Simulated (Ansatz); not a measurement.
The inner images of a band of CH8ClPSi2 (13 atoms, charge 0, multiplicity 1) are given out of order.

The calculation used RKS PBE-D4/cc-pVDZ (Ansatz 0.2.0).

Initial state:

```xyz
13
Properties=species:S:1:pos:R:3
P -0.628 2.645 1.692
Si -0.979 1.055 0.071
Si 0.697 -0.597 0.077
C 0.334 -2.014 -1.166
Cl 0.101 -1.327 -2.831
H -0.301 1.665 2.706
H 0.762 2.819 1.325
H -2.330 0.429 0.335
H -1.038 1.773 -1.255
H 2.029 0.024 -0.273
H 0.800 -1.206 1.460
H 1.167 -2.742 -1.223
H -0.594 -2.560 -0.903
```

Final state:

```xyz
13
Properties=species:S:1:pos:R:3
P -0.028 2.572 1.678
Si -0.617 1.109 0.008
Si 0.917 -0.680 0.032
C 0.315 -2.086 -1.126
Cl 0.016 -1.425 -2.791
H -0.492 1.681 2.719
H -1.291 3.278 1.627
H -2.022 0.565 0.156
H -0.524 1.854 -1.301
H 2.282 -0.225 -0.421
H 1.038 -1.255 1.429
H 1.064 -2.897 -1.224
H -0.638 -2.526 -0.772
```

Task: Put them in order from the first end to the last, with their energies above the first end.
A.
```xyz
13
Properties=species:S:1:pos:R:3
P -0.684 2.235 2.049
Si -0.732 1.151 0.007
Si 0.740 -0.690 0.027
C 0.064 -2.099 -1.080
Cl -0.253 -1.452 -2.748
H 0.557 1.625 2.475
H -0.003 3.397 1.526
H -2.139 0.646 -0.214
H -0.397 2.099 -1.118
H 2.107 -0.286 -0.469
H 0.882 -1.227 1.437
H 0.775 -2.942 -1.183
H -0.897 -2.492 -0.694
```
B.
```xyz
13
Properties=species:S:1:pos:R:3
P -0.733 2.475 1.871
Si -0.835 1.114 0.017
Si 0.762 -0.620 0.034
C 0.182 -2.060 -1.094
Cl -0.149 -1.423 -2.763
H 0.020 1.533 2.671
H 0.468 3.132 1.407
H -2.213 0.491 -0.019
H -0.687 1.994 -1.200
H 2.111 -0.137 -0.438
H 0.911 -1.163 1.441
H 0.943 -2.859 -1.189
H -0.760 -2.510 -0.723
```
C.
```xyz
13
Properties=species:S:1:pos:R:3
P 0.363 2.329 1.608
Si -0.657 1.185 -0.058
Si 0.735 -0.725 -0.059
C -0.082 -2.131 -1.075
Cl -0.490 -1.497 -2.730
H 0.389 1.542 2.806
H -0.327 3.520 2.014
H -2.120 0.796 -0.101
H -0.366 2.046 -1.266
H 2.082 -0.406 -0.657
H 0.934 -1.214 1.361
H 0.587 -3.003 -1.213
H -1.028 -2.478 -0.615
```
D.
```xyz
13
Properties=species:S:1:pos:R:3
P -0.118 2.233 1.731
Si -0.667 1.160 -0.115
Si 0.754 -0.716 -0.040
C -0.022 -2.137 -1.069
Cl -0.408 -1.509 -2.730
H 0.511 1.573 2.811
H -0.265 3.620 1.967
H -2.122 0.746 -0.201
H -0.365 2.051 -1.294
H 2.104 -0.370 -0.614
H 0.927 -1.190 1.388
H 0.663 -2.999 -1.193
H -0.971 -2.497 -0.625
```
E.
```xyz
13
Properties=species:S:1:pos:R:3
P 0.608 2.420 1.625
Si -0.506 1.241 -0.003
Si 0.731 -0.761 -0.085
C -0.156 -2.124 -1.099
Cl -0.567 -1.483 -2.748
H 0.247 1.528 2.703
H -0.416 3.387 1.946
H -1.982 0.962 0.185
H -0.334 2.032 -1.276
H 2.086 -0.498 -0.693
H 0.930 -1.282 1.324
H 0.483 -3.017 -1.242
H -1.104 -2.440 -0.622
```

Result: B (+2.5 kJ/mol), A (+6.4 kJ/mol), D (+104.3 kJ/mol), C (+36.5 kJ/mol), E (+4.8 kJ/mol).

Run time: 4.8 min on 2 threads of Arm Neoverse V2, on a shared host, peak memory 0.2 GiB.
